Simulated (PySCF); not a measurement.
# A small calculation by hand: entropy of an ideal gas

HSe, SMILES [SeH] (connectivity only; charge and spin as stated), charge -1, multiplicity 1.

The structure is a stationary point at PBE0-D3(BJ)/def2-TZVPD. The spin state was assumed, not searched.

PySCF with PBE0-D3(BJ)/def2-TZVPD gives the harmonic wavenumbers 2394 cm⁻¹ and the rotational temperature 11.2256 K. The molar mass is 79.98 g/mol, the symmetry number 1, the spin multiplicity 1.

Task: Work out the entropy at 298.15 K and 1 atm in the rigid-rotor, harmonic-oscillator model.

Result: 
Translation (Sackur–Tetrode at 1 atm): S = R[1.5 ln M + 2.5 ln T − 1.16487] = 163.4 J/(mol K).
Rotation: q = T/(σ θ) = 26.6, S = R[ln q + 1] = 35.6 J/(mol K).
Vibration: with u = 1.4388 ν/T, each mode gives R[u/(e^u − 1) − ln(1 − e^−u)]; all modes are too stiff to count. Sum 0.0 J/(mol K).
Spin: R ln 1 = 0.0 J/(mol K).
Total 199.0 J/(mol K); the program's own thermochemistry gives 199.0. Translation makes up 82 % and vibration 0 %. Anharmonicity, hindered rotation and orbital degeneracy are left out.
